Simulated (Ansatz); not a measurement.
`[CH3][Mo]([OH])(=[S])=[S]` + NH₃ → `[CH3][Mo]([NH2])(=[S])=[S]` + H₂O at 500 K and 1 bar (ligand exchange at a Mo–O bond).

Gas-phase electronic energies from Ansatz, PBE0-D4/def2-TZVP geometries. CCSD(T)/CBS adds triple-zeta CCSD(T) − MP2 to the extrapolated MP2 energy (def2 sets, frozen cores). This one scheme is used for every species. def2 core potentials past Kr. For Mo outer-core shells are correlated without core-valence functions, which leaves a few kJ/mol of doubt a bond. One conformer a species, not always the lowest.

```csv
species,CCSD(T)/CBS energy (Eh),H − E (kJ/mol),S (J/(mol·K))
`[CH3][Mo]([OH])(=[S])=[S]`,-979.43620,187.5,434.8
NH₃,-56.50880,108.2,211.8
`[CH3][Mo]([NH2])(=[S])=[S]`,-959.56113,222.0,440.4
H₂O,-76.37941,73.2,206.3
```

H − E and S are ideal-gas, rigid-rotor, harmonic terms from PBE0-D4/def2-TZVP, for one conformer and one mirror image of each species. 1 Eh = 2625.50 kJ/mol, R = 8.31446 J/(mol·K).

Question: By hand: ΔE, ΔH, ΔS and ΔG.

Answer: ΔE = (-959.56113) + (-76.37941) − (-979.43620) − (-56.50880) = 0.00446 Eh = 11.7 kJ/mol. Δ(H − E) = 222.0 + 73.2 − 187.5 − 108.2 = -0.5, so ΔH = 11.2 kJ/mol. ΔS = 440.4 + 206.3 − 434.8 − 211.8 = 0.1 J/(mol·K). ΔG = 11.2 − 500 × (0.1)/1000 = 11.1 kJ/mol.

Question: By hand: the equilibrium constant, and the temperature at which ΔG would vanish if ΔH and ΔS stayed fixed.

Answer: log₁₀ K = −ΔG/(RT ln 10) = -1.2. ΔG = 0 at ΔH/ΔS = 112000 K, far beyond where these terms or the molecules hold.

The number of gas molecules stays the same, so ΔS is small and ΔH decides. A doubt of 5 kJ/mol in ΔE shifts log₁₀ K by 0.5 here. Other conformers and mirror images would add mixing entropy, several J/(mol·K) or more a flexible species. These are equilibria of isolated gas molecules and say nothing of rates. Largest T1 diagnostic: 0.025 (customary marks: 0.02 for closed shells, 0.045 for open ones).
